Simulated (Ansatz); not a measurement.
Ideal-gas functions of F3H2NbO2, SMILES `[OH][Nb]([OH])([F])([F])[F]` at 400 K and 1 bar, from an Ansatz frequency run at PBE0-D4/def2-TZVP.

Molar mass 183.91 g/mol, point group Cs (symmetry number 1), electronic degeneracy 1, moments of inertia 193.696, 218.689, 235.385 u Å². Harmonic wavenumbers (cm⁻¹, unscaled): 40, 67, 196, 204, 250, 277, 286, 316, 380, 427, 560, 628, 706, 707, 752, 772, 3894, 3973.

Use S(trans) = R[1.5 ln M + 2.5 ln T − 1.1517]; rotational temperatures θ = 24.2544 K / I; S(rot) = R[ln(√π/σ · √(T³/θAθBθC)) + 1.5]; for each mode x = 1.438777 ν̃/T, S = R[x/(eˣ − 1) − ln(1 − e⁻ˣ)] and H = RT x/(eˣ − 1); 1 cm⁻¹ = 0.0119627 kJ/mol; R = 8.31446 J/(mol·K).

Problem. By hand: the entropy, in J/(mol·K).

Solution. Translation 180.0. Rotation: θ = 0.1252, 0.1109, 0.103 K, giving 119.2. Vibration, mode by mode: 24.44, 20.17, 11.39, 11.07, 9.47, 8.68, 8.44, 7.68, 6.33, 5.52, 3.77, 3.11, 2.49, 2.49, 2.19, 2.07, 0.00, 0.00, in all 129.3. Electronic 0.0. Sum 428.5 J/(mol·K).

Problem. By hand: H − E and G − E in kJ/mol, counted from the electronic energy.

Solution. Zero-point energy ½ × 14435 × 0.0119627 = 86.3; thermal vibration 25.8; translation, rotation and pV give 4 RT = 13.3. H − E = 125.4 kJ/mol, and G − E = 125.4 − 400 × 428.5/1000 = -46.0 kJ/mol.

Vibration gives 30 % of the entropy, 44.6 J/(mol·K) of it from the modes under 150 cm⁻¹: soft modes count most, and the harmonic formula is weakest for them. The sum counts one conformer and one mirror image; others add a mixing term.
